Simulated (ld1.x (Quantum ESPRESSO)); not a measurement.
## Before and after: TM potential for molybdenum

ld1.x (Quantum ESPRESSO) 7.5 input, shortened:

```
&input
   title='Mo', zed=42., rel=0, dft='PBE', iswitch=3,
   config='[Kr] 4d4 5s0 5p0'
 /
 &inputp
   pseudotype=2, tm=.true., lloc=-2, rcloc=3.35,
   nlcc=.false.
 /
3
5S  1  0   0.00   0.00  2.70  2.70  0.0
5P  2  1   0.00   0.00  3.35  3.35  0.0
4D  3  2   4.00   0.00  2.10  2.10  0.0
 &test
   configts(1)='4d4 5s0 5p0'
 /
```

Change: wave 5p (bound): rc 3.35 bohr becomes 5p (bound): rc 2.22 bohr.

Cutoffs: the cutoffs (Ry, on a coarse ladder) from which the occupation-weighted sum of valence levels, in a spherical-Bessel basis at the reference potential, stays within 10 and 1 mRy of its value at 400 Ry; they do not see the model core or the augmentation charge, which bear on the density cutoff. Errors are all-electron minus pseudo energies relative to the spin-unpolarised reference configuration.

Question: How do hardness, ghosts and transferability respond?

Answer: The potential gets neither clearly harder nor softer (40 Ry and 45 Ry → 40 Ry and 45 Ry); a bound ghost appears in p, which as a rule spoils a file; of the 7 tests that both files solve, the error grows in 0 and shrinks in 1 by more than 15 % and 0.3 meV (median size 75.3 → 75.4 meV).

```tsv
quantity	base	changed
cutoff, loose	40 Ry	40 Ry
cutoff, tight	45 Ry	45 Ry
bound ghosts	none	p
error for 4d5 5s1 5p0, meV [ΔE -22.20 eV]	+72	+72
error for 4d5 5s0 5p0, meV [ΔE -15.68 eV]	-75	-75
error for 4d3 5s0 5p0, meV [ΔE 27.10 eV]	-98	-98
error for 4d5 5s0.5 5p0, meV [ΔE -19.64 eV]	-3.5	-3.5
error for 4d5 5s0 5p1, meV [ΔE -19.35 eV]	+20	+7.1
error for 4d4 5s1 5p1, meV [ΔE -18.13 eV]	+169	+177
error for 4d4 5s2 5p0, meV [ΔE -21.39 eV]	+223	+223
s: phases at 3.65 bohr within 0.05 rad from the reference energy up to (Ry; the scan ends near 5)	0.5	0.5
p: phases at 3.65 bohr within 0.05 rad from the reference energy up to (Ry; the scan ends near 5)	0.6	0.3
d: phases at 3.65 bohr within 0.05 rad from the reference energy up to (Ry; the scan ends near 5)	-0.6	-0.6
```

 A true bound ghost makes a file unfit for plane-wave use even where its test errors are small: the radial tests pick states by their node count and pass the ghost by.
